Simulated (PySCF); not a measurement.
Start geometry of `CC(O[SiH2]O)=O` from a GFN2-xTB structure with every atom displaced at random (by about 0.01 Å) (Å):
```
atom  x, y, z in Å
C1     2.122    0.014    0.195
C2     0.625   -0.260    0.316
O3     0.155   -1.094    1.051
O4    -0.075    0.491   -0.485
Si5   -1.779    0.449   -0.682
O6    -2.441   -0.680    0.253
H7     2.644   -0.347    1.055
H8     2.489   -0.447   -0.711
H9     2.256    1.115    0.102
H10   -2.184    1.782   -0.228
H11   -1.945    0.129   -2.071
H12   -1.827   -1.180    0.829
```

What comes out of this run: PBE0-D3(BJ)/def2-SVP geometry optimisation, gas phase (PySCF 2.14.0)?

```
atom  x, y, z in Å
C1     2.1231   -0.0571    0.0399
C2     0.6637   -0.2837    0.2834
O3     0.2260   -1.0316    1.1292
O4    -0.1080    0.4278   -0.5383
Si5   -1.8247    0.4709   -0.5603
O6    -2.4045   -0.5958    0.5435
H7     2.7184   -0.6525    0.7403
H8     2.3671   -0.3297   -0.9974
H9     2.3525    1.0124    0.1533
H10   -2.1885    1.8791   -0.2544
H11   -2.2084    0.1208   -1.9519
H12   -1.6690   -1.0041    1.0393
```

The energy falls by 15.7 kJ/mol over 12 energy and gradient evaluations, the largest force component goes from 0.0314 to 4.5e-04 Eh/bohr, and the atoms move by 0.155 Å rms after alignment. The bond that changes most is Si5–H11 (oxygen-bound silicon to Si–H hydrogen), which lengthens by 0.050 Å. Bonds longer at the end by more than 0.005 Å: 6 of 11; shorter: 2. Among the angles that change most is H10–Si5–H11, from 118.1° to 110.7°. Among the dihedrals that turn most is H7–C1–C2–O3, from -20° to -1°. Rotational constants go from 6474, 1948, 1541 to 6332, 1945, 1530 MHz. The orientation of the end geometry is arbitrary; only internal coordinates are fixed.

The run used 118 basis functions and 82 SCF cycles in all. Hardware: Arm Neoverse V1, one thread, shared host with 32 logical CPUs at a one-minute load of 33.

Not checked by PBE0-D3(BJ)/def2-SVP frequencies. One conformer, not necessarily the lowest.
